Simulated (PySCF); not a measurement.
Si(F)2(H)(NHMe) (CH5F2NSi), SMILES CN[SiH](F)F.

Coordinates come from a PBE-D3(BJ)/def2-SVP optimisation. The structure was generated by enumeration, and PubChem lists no compound with its InChIKey, so it may never have been made. One conformer was computed; it need not be the lowest.

Computed with PBE-D3(BJ)/def2-SVP in PySCF.

Frequencies are harmonic and unscaled.

Computed harmonic wavenumbers and intensities:
```csv
mode,ν (cm⁻¹),IR (km/mol),moving atoms (share of kinetic energy)
1,47,0.3,"H 29 %, N 25 %, C 23 %, F 20 %"
2,134,3.9,"H 82 %, F 13 %"
3,192,2.4,"H 32 %, F 24 %, N 15 %, C 14 %, Si 14 %"
4,276,5.1,"F 30 %, N 25 %, H 20 %, Si 19 %"
5,290,17.9,"F 72 %, N 10 %, C 8 %"
6,395,26.2,"F 33 %, Si 26 %, H 17 %, C 14 %, N 10 %"
7,437,113.9,"H 69 %, N 18 %"
8,762,68.6,"F 27 %, N 27 %, Si 26 %, H 12 %"
9,773,12.4,"H 83 %, F 14 %"
10,827,3.4,"H 77 %, F 14 %"
11,899,226.8,"Si 46 %, F 28 %, H 19 %"
12,928,190.6,"Si 48 %, F 40 %, H 12 %"
13,1063,22.4,"H 81 %, C 11 %"
14,1103,0.1,"H 76 %, C 19 %"
15,1141,105.3,"N 40 %, C 33 %, H 24 %"
16,1358,85.4,"H 61 %, N 27 %, C 10 %"
17,1403,10.8,"H 87 %, C 13 %"
18,1413,4.9,H 96 %
19,1453,7.9,H 94 %
20,2252,93.5,H 97 %
21,2932,74.6,H 97 %
22,2999,33.1,"H 91 %, C 9 %"
23,3045,15.9,"H 91 %, C 9 %"
24,3521,28.8,H 93 %
```
